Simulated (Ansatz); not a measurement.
Harmonic vibrations of `[Cl][Zr]([Cl])([Cl])[SeH]` by finite differences.

```yaml
crystal:
  periodic: [false, false, false]
  atoms:
    - {symbol: Cl, position_ang: [-1.444899, 1.325235, -1.420334]}
    - {symbol: Zr, position_ang: [0.005656, -0.229416, -0.487890]}
    - {symbol: Cl, position_ang: [-0.436134, -2.381304, -1.214564]}
    - {symbol: Cl, position_ang: [2.186031, 0.421308, -0.949352]}
    - {symbol: Se, position_ang: [-0.334883, -0.283689, 2.036479]}
    - {symbol: H, position_ang: [0.024230, 1.147876, 2.035651]}
basis:
  gaussian: {orbitals: def2-TZVP}
hamiltonian: {xc: pbe0, dispersion: d4}
phonons: {temperatures: {t_min: 298.15, t_max: 900, t_step: 200}}
```

```sh
$ ansatz run in.yaml --threads 4 --pin off --events-out ev --progress --plain --max-ram 11315MiB
```

Output, abridged:

```
Functional definition: PBE0
  name "PBE0"
  cite "Adamo & Barone, J. Chem. Phys. 110, 6158 (1999) doi:10.1063/1.478522"
  cite "Perdew, Burke & Ernzerhof, Phys. Rev. Lett. 77, 3865 (1996) doi:10.1103/PhysRevLett.77.3865"
  parent pbe
  parameter a = 0.25
  parameter kappa = 0.804
  parameter beta = 0.06672455060314922
  exchange = (1 - a)*pbe_x(kappa = kappa, mu = beta*pi^2/3) + a*exact_x
  correlation = pbe_c(beta = beta)
mean field -104203.20187876 eV, -3829.3970375774 hartree, gradient 3.9e-5 eV, S^2 0.000000; 0 other end points of the search recorded, 0 dependent functions left out
the calculation of the forces begins
these checks for a lower state are left out or cut short: stability, starts, cluster_reference, orbital_swaps, neighbouring_geometries, increment
mean field -104203.20180830 eV, -3829.3970349882 hartree, gradient 1.5e-6 eV, S^2 0.000000; 0 other end points of the search recorded, 0 dependent functions left out
the calculation of the forces begins
these checks for a lower state are left out or cut short: stability, starts, cluster_reference, orbital_swaps, neighbouring_geometries, increment
mean field -104203.20190827 eV, -3829.3970386617 hartree, gradient 1.5e-6 eV, S^2 0.000000; 0 other end points of the search recorded, 0 dependent functions left out
the calculation of the forces begins
these checks for a lower state are left out or cut short: stability, starts, cluster_reference, orbital_swaps, neighbouring_geometries, increment
mean field -104203.20190759 eV, -3829.3970386367 hartree, gradient 1.5e-6 eV, S^2 0.000000; 0 other end points of the search recorded, 0 dependent functions left out
the calculation of the forces begins
these checks for a lower state are left out or cut short: stability, starts, cluster_reference, orbital_swaps, neighbouring_geometries, increment
mean field -104203.20180413 eV, -3829.3970348348 hartree, gradient 1.5e-6 eV, S^2 0.000000; 0 other end points of the search recorded, 0 dependent functions left out
the calculation of the forces begins
these checks for a lower state are left out or cut short: stability, starts, cluster_reference, orbital_swaps, neighbouring_geometries, increment
mean field -104203.20182695 eV, -3829.3970356735 hartree, gradient 1.5e-6 eV, S^2 0.000000; 0 other end points of the search recorded, 0 dependent functions left out
the calculation of the forces begins
these checks for a lower state are left out or cut short: stability, starts, cluster_reference, orbital_swaps, neighbouring_geometries, increment
mean field -104203.20191123 eV, -3829.3970387704 hartree, gradient 1.5e-6 eV, S^2 0.000000; 0 other end points of the search recorded, 0 dependent functions left out
the calculation of the forces begins
these checks for a lower state are left out or cut short: stability, starts, cluster_reference, orbital_swaps, neighbouring_geometries, increment
mean field -104203.20180518 eV, -3829.3970348735 hartree, gradient 1.5e-6 eV, S^2 0.000000; 0 other end points of the search recorded, 0 dependent functions left out
the calculation of the forces begins
these checks for a lower state are left out or cut short: stability, starts, cluster_reference, orbital_swaps, neighbouring_geometries, increment
mean field -104203.20180586 eV, -3829.3970348984 hartree, gradient 1.5e-6 eV, S^2 0.000000; 0 other end points of the search recorded, 0 dependent functions left out
[...]
the calculation of the forces begins
these checks for a lower state are left out or cut short: stability, starts, cluster_reference, orbital_swaps, neighbouring_geometries, increment
mean field -104203.20190104 eV, -3829.3970383963 hartree, gradient 1.5e-6 eV, S^2 0.000000; 0 other end points of the search recorded, 0 dependent functions left out
the calculation of the forces begins
these checks for a lower state are left out or cut short: stability, starts, cluster_reference, orbital_swaps, neighbouring_geometries, increment
mean field -104203.20186308 eV, -3829.3970370012 hartree, gradient 1.5e-6 eV, S^2 0.000000; 0 other end points of the search recorded, 0 dependent functions left out
the calculation of the forces begins
these checks for a lower state are left out or cut short: stability, starts, cluster_reference, orbital_swaps, neighbouring_geometries, increment
mean field -104203.20188143 eV, -3829.3970376756 hartree, gradient 1.5e-6 eV, S^2 0.000000; 0 other end points of the search recorded, 0 dependent functions left out
the calculation of the forces begins
these checks for a lower state are left out or cut short: stability, starts, cluster_reference, orbital_swaps, neighbouring_geometries, increment
mean field -104203.20182301 eV, -3829.3970355284 hartree, gradient 1.5e-6 eV, S^2 0.000000; 0 other end points of the search recorded, 0 dependent functions left out
the calculation of the forces begins
these checks for a lower state are left out or cut short: stability, starts, cluster_reference, orbital_swaps, neighbouring_geometries, increment
mean field -104203.20180918 eV, -3829.3970350204 hartree, gradient 1.5e-6 eV, S^2 0.000000; 0 other end points of the search recorded, 0 dependent functions left out
the calculation of the forces begins
these checks for a lower state are left out or cut short: stability, starts, cluster_reference, orbital_swaps, neighbouring_geometries, increment
mean field -104203.20192427 eV, -3829.3970392498 hartree, gradient 1.5e-6 eV, S^2 0.000000; 0 other end points of the search recorded, 0 dependent functions left out
the calculation of the forces begins
these checks for a lower state are left out or cut short: stability, starts, cluster_reference, orbital_swaps, neighbouring_geometries, increment
mean field -104203.20175730 eV, -3829.3970331138 hartree, gradient 1.5e-6 eV, S^2 0.000000; 0 other end points of the search recorded, 0 dependent functions left out
the calculation of the forces begins
these checks for a lower state are left out or cut short: stability, starts, cluster_reference, orbital_swaps, neighbouring_geometries, increment
mean field -104203.20187149 eV, -3829.3970373101 hartree, gradient 1.5e-6 eV, S^2 0.000000; 0 other end points of the search recorded, 0 dependent functions left out
the calculation of the forces begins
these checks for a lower state are left out or cut short: stability, starts, cluster_reference, orbital_swaps, neighbouring_geometries, increment
mean field -104203.20187808 eV, -3829.3970375524 hartree, gradient 1.5e-6 eV, S^2 0.000000; 0 other end points of the search recorded, 0 dependent functions left out
the calculation of the forces begins
these checks for a lower state are left out or cut short: stability, starts, cluster_reference, orbital_swaps, neighbouring_geometries, increment
mean field -104203.20181310 eV, -3829.3970351646 hartree, gradient 1.5e-6 eV, S^2 0.000000; 0 other end points of the search recorded, 0 dependent functions left out
the calculation of the forces begins
these checks for a lower state are left out or cut short: stability, starts, cluster_reference, orbital_swaps, neighbouring_geometries, increment
mean field -104203.20181989 eV, -3829.3970354138 hartree, gradient 1.5e-6 eV, S^2 0.000000; 0 other end points of the search recorded, 0 dependent functions left out
the calculation of the forces begins
these checks for a lower state are left out or cut short: stability, starts, cluster_reference, orbital_swaps, neighbouring_geometries, increment
mean field -104203.20189372 eV, -3829.3970381272 hartree, gradient 1.5e-6 eV, S^2 0.000000; 0 other end points of the search recorded, 0 dependent functions left out
the calculation of the forces begins
these checks for a lower state are left out or cut short: stability, starts, cluster_reference, orbital_swaps, neighbouring_geometries, increment
mean field -104203.20185991 eV, -3829.3970368846 hartree, gradient 1.5e-6 eV, S^2 0.000000; 0 other end points of the search recorded, 0 dependent functions left out
the calculation of the forces begins
Total energy: -104203.43383858 eV, -3829.4055619434 hartree
Atom 0 at    -1.444899     1.325235    -1.420334 Å, force     0.000036    -0.000291     0.000025 eV/Å
Atom 1 at     0.005656    -0.229416    -0.487890 Å, force     0.000267     0.000772     0.000414 eV/Å
Atom 2 at    -0.436134    -2.381304    -1.214564 Å, force     0.000036     0.000235     0.000089 eV/Å
Atom 3 at     2.186031     0.421308    -0.949352 Å, force    -0.000124    -0.000266    -0.000192 eV/Å
Atom 4 at    -0.334883    -0.283689     2.036479 Å, force     0.000242     0.001326     0.000119 eV/Å
Atom 5 at     0.024230     1.147876     2.035651 Å, force    -0.000457    -0.001777    -0.000455 eV/Å
Dipole moment:     0.002447     0.062264     0.102882 e Å
Vibrations: 67.18 73.94 91.13 94.96 100.98 125.68 269.82 387.02 408.40 424.12 445.38 2403.85 cm⁻¹, zero-point energy 0.303294 eV
```

Hardware: 4 threads of an Arm Neoverse V2 on a shared host. Wall time 3.1 min, peak host memory 0.78 GiB.
